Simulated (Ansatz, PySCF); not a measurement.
C4H5N2, SMILES c1cc[nH+]cn1, charge +1. Atoms are numbered in the order given.

```xyz
11

C     -0.9341     1.0301     0.0000
C      0.4415     1.3120     0.0000
N      1.3760     0.3490     0.0000
C      0.9784    -0.9018     0.0000
N     -0.3357    -1.2410     0.0000
C     -1.3112    -0.3025     0.0000
H     -1.6849     1.8213     0.0000
H      0.8059     2.3440     0.0000
H      1.7057    -1.7192     0.0000
H     -0.5917    -2.2331     0.0000
H     -2.3448    -0.6529     0.0000
```
Charge +1, spin multiplicity 1.

Geometry: TPSSh-D3(BJ)/def2-SVP. The isomer is the one that the SMILES or the coordinates give; other isomers of the formula were not compared.

Two levels are set side by side: PBE-D3(BJ)/def2-SVP (Ansatz, a first-principles code) and TPSSh-D3(BJ)/def2-SVP (PySCF). Each level has its own optimised geometry; the coordinates shown are those of the second. Frequencies come from the Hessian of PySCF at each geometry. Differences are taken from unrounded values.

| quantity | TPSSh-D3(BJ) | PBE-D3(BJ) | PBE-D3(BJ) minus TPSSh-D3(BJ) |
|---|---|---|---|
| mean bond length (Å) | 1.232 | 1.239 | 0.007 |
| bond C1–C2 (Å) | 1.404 | 1.410 | 0.005 |
| bond C1–C6 (Å) | 1.385 | 1.391 | 0.006 |
| bond C2–N3 (Å) | 1.342 | 1.347 | 0.005 |
| bond N3–C4 (Å) | 1.312 | 1.318 | 0.006 |
| bond C4–N5 (Å) | 1.357 | 1.363 | 0.006 |
| bond N5–C6 (Å) | 1.354 | 1.358 | 0.004 |
| bond C1–H7 (Å) | 1.091 | 1.099 | 0.009 |
| bond C2–H8 (Å) | 1.095 | 1.104 | 0.010 |
| bond C4–H9 (Å) | 1.094 | 1.104 | 0.010 |
| bond N5–H10 (Å) | 1.025 | 1.031 | 0.007 |
| bond C6–H11 (Å) | 1.091 | 1.100 | 0.009 |
| highest harmonic wavenumber (cm⁻¹) | 3505 | 3438 | -67 |
| mean harmonic wavenumber (cm⁻¹) | 1469 | 1431 | -39 |
| zero-point energy (kcal/mol) | 56.71 | 55.22 | -1.49 |

GGA bonds tend to be longer and softer than those of functionals with exact exchange. Differences between two approximate levels are no errors against the true value.
